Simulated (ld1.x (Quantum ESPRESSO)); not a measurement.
# PBEsol RRKJ dataset for titanium, scalar-relativistic all-electron reference.

```json
{
 "Element": "Ti (Z = 22)",
 "Generator": "ld1.x (Quantum ESPRESSO) 7.5",
 "Type": "norm-conserving RRKJ (Kleinman–Bylander form)",
 "Functional": "PBEsol",
 "Relativity": "scalar-relativistic",
 "Frozen core": "[Ne] 3s2",
 "Valence charge": "10",
 "Reference configuration": "3p6 3d2 4s1 4p1",
 "Partial waves": "4s (bound): rc 2.40 bohr; 3p (bound): rc 1.70 bohr; 3d (bound): rc 2.20 bohr",
 "Local potential": "all-electron potential smoothed inside 2.35 bohr (lloc = -1)",
 "Core correction": "none"
}
```

Occupied shells without a wave of their own: 4p. They enter only through the test configuration that unscreens the potential.

All-electron outer shells of the reference configuration (PBEsol, scalar-relativistic, ld1.x):

```csv
shell,level (eV),outermost node (bohr),outermost maximum (bohr)
2p,-445.22,–,0.22
3s,-63.79,0.40,0.87
3p,-40.11,0.37,0.90
3d,-5.50,–,0.98
4s,-5.23,1.24,2.88
4p,-2.07,1.38,3.75
```

Is a potential produced?

No. ld1.x (Quantum ESPRESSO) 7.5 stopped with "compute_chi: n is too large": the Bessel-function wave could not be built (negative determinant in compute_phi), and the routine for χ then failed on it.
